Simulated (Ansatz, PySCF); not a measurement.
Molecule: PbClF, net charge 0, singlet state. SMILES: [Cl][Pb][F]
Structure (B3LYP-D3(BJ)/def2-TZVP (Ansatz, a first-principles code) minimum search):
```
Pb
F 1 2.0584
Cl 1 2.4802 2 98.20
```

Quantity: atomisation energy, in kcal/mol. Terms: frozen cores in correlated levels (noble-gas shells and the d and f shells of earlier blocks); spin-orbit terms left out; 6-31G* and kin with 6d, 5d where marked; LANL2DZ with its own core potentials from Na on; def2 sets with scalar-relativistic core potentials past Kr; UHF or UKS for open shells; no dispersion term unless named; atomisation electronic, to ground-state atoms. First-principles rows: single points at B3LYP-D3(BJ) geometries (Ansatz).

```
level                                    program  atomisation energy (kcal/mol)
---------------------------------------  -------  -----------------------------
HF/LANL2DZ                                Ansatz                          116.6
HF/6-31G* with LANL2DZ past Ar            Ansatz                          120.4
PBE/def2-SVP                              Ansatz                          207.4
BP86/6-31G* with LANL2DZ past Ar (5d)      PySCF                          206.8
B3LYP/LANL2DZ                             Ansatz                          190.0
B3LYP/def2-SVP                            Ansatz                          193.1
B3LYP/6-31G* with LANL2DZ past Ar         Ansatz                          195.7
M06-2X/6-31G* with LANL2DZ past Ar (5d)    PySCF                          196.8
MP2/LANL2DZ                               Ansatz                          174.3
M06-2X/def2-TZVPD                          PySCF                          195.0
```

No value to compare with is used here. The 9 habitual levels span 116.6 (HF/LANL2DZ) to 207.4 kcal/mol (PBE/def2-SVP); M06-2X/def2-TZVPD gives 195.0.

The levels are drawn from those run, B3LYP/6-31G* more often than the rest, none by its result; left out are runs that failed, that the program found above a lower state of the same kind, or whose <S^2> lies over 0.5 above the pure value.
